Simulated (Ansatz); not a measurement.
Steps of a relaxation of C2H6F2OSi2, SMILES `C=C[SiH2]O[SiH](F)F` with RKS PBE0-D4/def2-TZVP.

```sh
$ ansatz run in.yaml --threads 2 --pin off --events-out ev --progress --plain --max-ram 20480MiB --backend cuda --devices 0, --max-vram 18GiB
```

```yaml
crystal:
  periodic: [false, false, false]
  atoms:
    - {symbol: C, position_ang: [-0.537290, 1.678520, 0.911450]}
    - {symbol: C, position_ang: [-1.492990, 0.979930, 0.315560]}
    - {symbol: Si, position_ang: [-1.227420, -0.602340, -0.665310]}
    - {symbol: O, position_ang: [0.354970, -1.031440, -0.649790]}
    - {symbol: Si, position_ang: [1.891690, -1.093110, -0.262830]}
    - {symbol: F, position_ang: [2.612420, 0.257830, -0.703660]}
    - {symbol: F, position_ang: [2.059270, -1.064730, 1.322090]}
    - {symbol: H, position_ang: [-0.734800, 2.584530, 1.464360]}
    - {symbol: H, position_ang: [0.495320, 1.370820, 0.869690]}
    - {symbol: H, position_ang: [-2.513690, 1.338490, 0.388030]}
    - {symbol: H, position_ang: [-1.517820, -0.432480, -2.089280]}
    - {symbol: H, position_ang: [-1.913920, -1.744080, -0.059260]}
    - {symbol: H, position_ang: [2.524250, -2.241930, -0.841040]}
basis:
  gaussian: {orbitals: def2-TZVP}
hamiltonian: {xc: pbe0, dispersion: d4}
relax: {f_tol: 0.005, max_steps: 150}
```

Positions (Å) and forces (eV/Å) along the path, 12 of 43 steps:

```xyz
13
step=1 energy=-25401.7829 eV
C    -0.537    1.679    0.911    0.067   -0.140   -0.082
C    -1.493    0.980    0.316   -0.151   -0.571   -0.417
Si   -1.227   -0.602   -0.665    0.553    0.603    0.493
O     0.355   -1.031   -0.650    0.157   -0.063   -0.012
Si    1.892   -1.093   -0.263   -0.033    1.172    0.771
F     2.612    0.258   -0.704   -0.049   -0.337   -0.176
F     2.059   -1.065    1.322   -0.036   -0.294   -0.274
H    -0.735    2.585    1.464   -0.092    0.178    0.104
H     0.495    1.371    0.870    0.287   -0.037    0.020
H    -2.514    1.338    0.388   -0.196    0.094    0.037
H    -1.518   -0.432   -2.089   -0.415    0.058   -0.307
H    -1.914   -1.744   -0.059   -0.465   -0.186    0.055
H     2.524   -2.242   -0.841    0.373   -0.478   -0.211
13
step=3 energy=-25401.8710 eV
C    -0.534    1.660    0.902   -0.005    0.048   -0.072
C    -1.495    0.960    0.305    0.032    0.000   -0.011
Si   -1.214   -0.594   -0.658   -0.011   -0.014    0.017
O     0.376   -1.015   -0.637   -0.096    0.010   -0.025
Si    1.916   -1.069   -0.241    0.183    0.125    0.161
F     2.652    0.258   -0.704   -0.071   -0.096   -0.050
F     2.088   -1.100    1.336   -0.062   -0.070   -0.113
H    -0.741    2.576    1.448   -0.003   -0.030    0.019
H     0.511    1.367    0.856   -0.019   -0.004    0.033
H    -2.520    1.323    0.379    0.008    0.004    0.019
H    -1.619   -0.418   -2.077    0.018    0.000    0.020
H    -1.999   -1.713   -0.077    0.022    0.003   -0.010
H     2.580   -2.234   -0.832    0.004    0.025    0.012
13
step=6 energy=-25401.8736 eV
C    -0.538    1.672    0.897    0.002    0.010    0.002
C    -1.492    0.963    0.302   -0.009    0.021    0.016
Si   -1.211   -0.594   -0.655    0.006   -0.016   -0.010
O     0.377   -1.016   -0.637   -0.015    0.008   -0.003
Si    1.919   -1.072   -0.240    0.043   -0.013    0.010
F     2.652    0.251   -0.707   -0.016    0.006   -0.024
F     2.085   -1.124    1.333   -0.025   -0.020    0.005
H    -0.756    2.582    1.449    0.003   -0.014   -0.006
H     0.509    1.383    0.863   -0.007    0.003   -0.001
H    -2.519    1.320    0.380    0.007    0.000   -0.001
H    -1.616   -0.419   -2.073    0.004   -0.003    0.005
H    -1.994   -1.714   -0.072    0.006    0.004    0.001
H     2.585   -2.232   -0.838    0.001    0.014    0.007
13
step=9 energy=-25401.8752 eV
C    -0.521    1.681    0.873    0.006    0.011   -0.004
C    -1.479    0.969    0.290    0.002   -0.005   -0.003
Si   -1.213   -0.604   -0.646   -0.034   -0.004    0.001
O     0.375   -1.025   -0.661    0.016   -0.009    0.000
Si    1.910   -1.072   -0.234    0.023   -0.001   -0.006
F     2.608    0.304   -0.596    0.005   -0.017    0.015
F     2.041   -1.237    1.335   -0.004    0.004   -0.016
H    -0.734    2.598    1.415   -0.001   -0.001    0.000
H     0.525    1.391    0.837    0.004   -0.001   -0.001
H    -2.504    1.332    0.367   -0.009   -0.001    0.006
H    -1.652   -0.456   -2.057    0.003   -0.001    0.005
H    -1.980   -1.714   -0.024    0.003    0.006   -0.004
H     2.625   -2.166   -0.898   -0.014    0.021    0.008
13
step=10 energy=-25401.8759 eV
C    -0.516    1.689    0.861    0.001    0.009   -0.019
C    -1.478    0.970    0.289    0.006   -0.010    0.004
Si   -1.215   -0.607   -0.643   -0.007   -0.003    0.003
O     0.375   -1.026   -0.666    0.007    0.007   -0.008
Si    1.909   -1.073   -0.231   -0.006   -0.013   -0.010
F     2.601    0.315   -0.548    0.004   -0.006    0.013
F     2.027   -1.282    1.333    0.007    0.002    0.001
H    -0.728    2.607    1.401   -0.001    0.000    0.004
H     0.531    1.405    0.813   -0.003   -0.001    0.001
H    -2.504    1.327    0.376   -0.001   -0.002    0.005
H    -1.661   -0.465   -2.052    0.003   -0.001    0.002
H    -1.976   -1.715   -0.012    0.001    0.003   -0.001
H     2.635   -2.143   -0.920   -0.013    0.015    0.006
13
step=14 energy=-25401.8784 eV
C    -0.513    1.725    0.808    0.014   -0.053   -0.038
C    -1.481    0.963    0.304   -0.003    0.060    0.040
Si   -1.213   -0.607   -0.636   -0.009   -0.018    0.000
O     0.381   -1.011   -0.672    0.024    0.031   -0.005
Si    1.906   -1.088   -0.214    0.061    0.038    0.080
F     2.604    0.325   -0.405   -0.059   -0.103    0.009
F     2.003   -1.419    1.333   -0.010    0.012   -0.112
H    -0.727    2.637    1.358   -0.003    0.002    0.001
H     0.540    1.481    0.691   -0.062    0.018    0.004
H    -2.515    1.279    0.457    0.055   -0.014   -0.007
H    -1.666   -0.467   -2.043    0.000    0.000    0.001
H    -1.962   -1.722   -0.003    0.001    0.000    0.003
H     2.644   -2.098   -0.979   -0.007    0.027    0.024
13
step=24 energy=-25401.8884 eV
C    -0.537    1.832    0.685    0.003   -0.038    0.003
C    -1.496    0.997    0.293   -0.009    0.018   -0.010
Si   -1.195   -0.609   -0.576    0.031   -0.010    0.000
O     0.422   -0.892   -0.707    0.022   -0.008    0.027
Si    1.916   -1.133   -0.197    0.010    0.017    0.023
F     2.611    0.264    0.091   -0.033   -0.095   -0.019
F     1.922   -1.926    1.175   -0.021    0.051   -0.092
H    -0.761    2.760    1.203   -0.008    0.012   -0.016
H     0.515    1.627    0.512   -0.023    0.001    0.009
H    -2.533    1.270    0.494    0.018   -0.003    0.014
H    -1.750   -0.584   -1.954    0.012   -0.003    0.020
H    -1.820   -1.734    0.169    0.012    0.023   -0.005
H     2.705   -1.871   -1.189   -0.014    0.034    0.046
13
step=25 energy=-25401.8844 eV rejected
C    -0.551    1.845    0.683    0.015    0.119   -0.169
C    -1.506    1.009    0.285   -0.035   -0.066    0.135
Si   -1.185   -0.604   -0.564    0.050   -0.042    0.044
O     0.439   -0.846   -0.725    0.027   -0.020    0.065
Si    1.921   -1.144   -0.204   -0.009    0.062    0.101
F     2.636    0.226    0.172   -0.087   -0.177   -0.046
F     1.891   -2.012    1.125   -0.018    0.114   -0.175
H    -0.784    2.802    1.145    0.020   -0.097    0.094
H     0.505    1.638    0.524   -0.069    0.014    0.003
H    -2.546    1.272    0.496    0.077    0.027   -0.102
H    -1.768   -0.615   -1.931    0.021    0.002    0.037
H    -1.766   -1.731    0.216    0.023    0.030   -0.036
H     2.715   -1.839   -1.223   -0.015    0.032    0.050
13
step=32 energy=-25401.8910 eV
C    -0.554    1.860    0.665    0.000    0.000   -0.002
C    -1.504    1.010    0.286    0.006    0.008    0.003
Si   -1.177   -0.605   -0.554   -0.002   -0.005   -0.001
O     0.445   -0.829   -0.738    0.012    0.000    0.003
Si    1.917   -1.146   -0.207   -0.007    0.001    0.007
F     2.633    0.205    0.211   -0.010   -0.014    0.001
F     1.854   -2.046    1.093    0.005    0.012   -0.012
H    -0.788    2.799    1.159    0.004   -0.003   -0.002
H     0.501    1.660    0.499   -0.005    0.003    0.001
H    -2.542    1.277    0.483   -0.004   -0.004   -0.001
H    -1.779   -0.635   -1.910    0.001    0.001    0.002
H    -1.731   -1.732    0.241    0.000    0.002   -0.001
H     2.726   -1.817   -1.227    0.000    0.001    0.001
13
step=33 energy=-25401.8910 eV
C    -0.556    1.866    0.660   -0.005    0.006   -0.013
C    -1.504    1.012    0.285    0.007    0.005    0.008
Si   -1.175   -0.605   -0.550   -0.004    0.001    0.002
O     0.447   -0.823   -0.740    0.011   -0.004    0.003
Si    1.917   -1.149   -0.208   -0.002    0.004    0.019
F     2.632    0.195    0.236   -0.012   -0.019   -0.003
F     1.848   -2.070    1.077    0.004    0.015   -0.019
H    -0.792    2.806    1.150    0.003   -0.005    0.005
H     0.499    1.668    0.492    0.000   -0.001    0.002
H    -2.543    1.276    0.485   -0.003   -0.003   -0.004
H    -1.782   -0.641   -1.904    0.001   -0.001    0.002
H    -1.722   -1.731    0.252    0.001    0.000   -0.003
H     2.731   -1.804   -1.234   -0.002    0.002    0.001
13
step=37 energy=-25401.8911 eV
C    -0.555    1.872    0.650   -0.004   -0.005    0.002
C    -1.504    1.014    0.285    0.002    0.002   -0.001
Si   -1.175   -0.606   -0.544    0.001    0.004   -0.001
O     0.446   -0.825   -0.735   -0.004   -0.003    0.001
Si    1.917   -1.151   -0.206    0.014    0.002    0.008
F     2.619    0.187    0.269   -0.004   -0.012   -0.003
F     1.854   -2.101    1.059   -0.001    0.007   -0.011
H    -0.790    2.813    1.139    0.000    0.002   -0.001
H     0.499    1.675    0.479    0.000    0.001    0.000
H    -2.542    1.277    0.487    0.000    0.000    0.001
H    -1.784   -0.647   -1.897   -0.001   -0.001    0.000
H    -1.723   -1.729    0.261   -0.001   -0.001    0.001
H     2.738   -1.778   -1.245   -0.005    0.004    0.006
13
step=43 energy=-25401.8912 eV
C    -0.556    1.877    0.643    0.003    0.003    0.000
C    -1.505    1.020    0.278   -0.001   -0.002    0.003
Si   -1.177   -0.608   -0.535    0.001   -0.001   -0.003
O     0.444   -0.830   -0.725    0.002    0.002    0.005
Si    1.919   -1.154   -0.206   -0.004   -0.001    0.001
F     2.608    0.176    0.308   -0.001    0.000    0.000
F     1.866   -2.141    1.030    0.000    0.002   -0.002
H    -0.790    2.823    1.122    0.000   -0.001   -0.001
H     0.499    1.675    0.482   -0.001    0.000    0.000
H    -2.544    1.288    0.471    0.000    0.000   -0.002
H    -1.787   -0.662   -1.887    0.000   -0.001    0.001
H    -1.723   -1.723    0.281    0.001    0.002   -0.001
H     2.745   -1.741   -1.263    0.001   -0.001   -0.001
```

Run time 2.1 min (2 threads of an AMD EPYC 7R13 on a shared host and a share of an NVIDIA H100 80 GB); peak host memory 0.93 GiB.
